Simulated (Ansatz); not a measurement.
Computed with Ansatz on PBE0-D4/def2-TZVP structures; ΔE is electronic, products minus reactants. CCSD(T)/CBS is the MP2 limit (def2-TZVPP, def2-QZVPP) plus CCSD(T) − MP2 in def2-TZVPP, frozen cores. Functionals use def2-TZVPP. For Ge outer-core shells are correlated without core-valence functions, which leaves a few kJ/mol of doubt a bond. Scalar relativity is left out up to krypton. Each species was taken in one conformer, which may not be the lowest.

Reaction (ligand exchange at the Si–O bond): `O=C(O)O[SiH3]` + `N=[C]1[CH2][GeH2]1` → `[SiH3]/N=[C]1/[CH2][GeH2]1` + `O=C(O)O`

`O=C(O)O[SiH3]`:

Z-matrix (Å, degrees):
```
Si
O 1 1.693
H 1 1.479 2 102.7
H 1 1.479 2 110.1 3 -118.2
H 1 1.479 2 110.1 3 118.2
C 2 1.322 1 117.1 3 180.0
O 6 1.331 2 110.3 1 -180.0
O 6 1.204 2 124.8 1 0.0
H 7 0.965 6 106.4 2 180.0
```

`N=[C]1[CH2][GeH2]1`:

Z-matrix (Å, degrees):
```
C
C 1 1.493
Ge 1 1.989 2 65.5
H 1 1.089 2 116.5 3 -110.9
H 1 1.089 2 116.5 3 111.1
N 2 1.252 1 141.3 3 -179.9
H 3 1.526 1 117.0 2 107.3
H 3 1.526 1 117.0 2 -107.4
H 6 1.027 2 110.6 1 -0.0
```

`[SiH3]/N=[C]1/[CH2][GeH2]1`:

```xyz
12

Si    1.890    0.833    1.057
N     1.040   -0.582    0.499
C    -0.101   -0.554    0.002
C    -1.040   -1.484   -0.653
Ge   -1.595    0.425   -0.834
H     2.210    0.640    2.493
H     3.153    0.943    0.286
H     1.075    2.069    0.874
H    -0.651   -2.110   -1.455
H    -1.683   -2.028    0.037
H    -1.400    1.087   -2.197
H    -2.898    0.762   -0.111
```

`O=C(O)O`:

Z-matrix (Å, degrees):
```
C
O 1 1.331
O 1 1.331 2 108.9
O 1 1.200 2 125.6 3 180.0
H 2 0.965 1 106.3 3 -180.0
H 3 0.965 1 106.3 2 -180.0
```

```csv
level,ΔE (kJ/mol),difference from CCSD(T)/CBS
PBE-D4,17.2,-12.8
r2SCAN-D4,23.0,-7.0
B2PLYP,27.7,-2.3
PBE0,23.6,-6.4
HF/def2-TZVPP,40.8,10.8
MP2/def2-TZVPP,26.2,-3.8
CCSD/def2-TZVPP,34.5,4.5
CCSD(T)/def2-TZVPP,31.2,1.2
MP2/def2-QZVPP,25.8,-4.2
HF/CBS(def2),41.4,11.4
CCSD(T)/CBS,30.0,0
```

Largest T1 diagnostic among the species: 0.014.

In def2-TZVPP, CCSD(T) changes the Hartree–Fock value by −9.6 kJ/mol (the triples alone add −3.3 kJ/mol) and MP2 by −14.6 kJ/mol. From PBE to PBE0 (25 % exact exchange), in def2-TZVPP and without D4, ΔE moves by +4.7 kJ/mol.
